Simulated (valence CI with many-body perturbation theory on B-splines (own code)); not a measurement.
## Forbidden lines of Sr VII

Method: valence CI with perturbative core correlation (CI+MBPT): four valence electrons over a frozen Dirac-Fock core [Ar] 3d10, radial functions for each j: 11 s, 11 p, 9 d, 7 f, 5 g, 2 h, 1 i, with the one-electron correlation potential Σ1 (screened to all orders), the two-electron term Σ2, the three-electron term Σ3, Breit, model QED; selected single and double excitations, second order for the rest, scaled by the run's own slope (own B-spline code, finite nucleus).

Set against measurement, 13 paired levels are off by 109 cm⁻¹ on average, the worst by 228. These come from a selection out of Sansonetti, J. Phys. Chem. Ref. Data 41, 013102 (2012). Levels without a partner in it may be off by more. Among the levels kept, up to 350 cm⁻¹ of a level comes from second order outside the variational space, and about a tenth of that is noise between levels of different J, which matters for small intervals.

Lines 1 to 13 of 13 in falling wavelength, among levels below 453600 cm⁻¹, chosen from the decays that carry over 1 % of a level's rate. Wavelengths and rates use the calculated energies, so an error of 100 cm⁻¹ moves a line at 6313 Å by 0.63 % and its rate by three times that or more. Electric multipoles are in the length gauge, E1 and E2 with the static RPA response of the core. S is in atomic units (e²a₀⁴ for E2 and M2, e²a₀⁶ for E3), for M1 in squared Bohr magnetons. Weak lines are less certain than strong ones. Lines between different terms over intervals too small for the method are left out, as are lines whose strength nearly cancels.

```
λ vac (Å)  λ from measured levels            Upper            Lower  Type   A (s⁻¹)  S (a.u.)
    17540                   17540     4s2 4p2 3P_2     4s2 4p2 3P_1    M1  2.11e+00  2.11e+00
    14630                   14610     4s2 4p2 3P_1     4s2 4p2 3P_0    M1  5.47e+00  1.90e+00
    14090                          4s2 4p 4d 3F°_4  4s2 4p 4d 3F°_3    M1  7.13e+00  6.66e+00
     6313                    6272     4s2 4p2 1D_2     4s2 4p2 3P_2    M1  2.15e+01  1.00e+00
     4642                    4620     4s2 4p2 1D_2     4s2 4p2 3P_1    M1  2.15e+01  3.98e-01
     4278                    4287     4s2 4p2 1S_0     4s2 4p2 1D_2    E2  4.33e+00  5.54e+00
     2550                    2547     4s2 4p2 1S_0     4s2 4p2 3P_2    E2  4.84e+00  4.66e-01
     2226                    2224     4s2 4p2 1S_0     4s2 4p2 3P_1    M1  2.59e+02  1.06e-01
     1356                          4s2 4p 4d 3F°_4     4s 4p3 3P°_2    E2  2.02e+01  7.43e-01
     1046                          4s2 4p 4d 3F°_4     4s 4p3 3D°_3    M1  2.10e+00  8.03e-04
     1020                          4s2 4p 4d 3F°_4     4s 4p3 3D°_2    E2  6.81e+00  6.05e-02
    731.2                          4s2 4p 4d 3F°_4     4s 4p3 5S°_2    E2  5.38e+00  9.05e-03
    421.1                          4s2 4p 4d 3F°_4     4s2 4p2 1D_2    M2  1.43e+01  1.52e-03
```
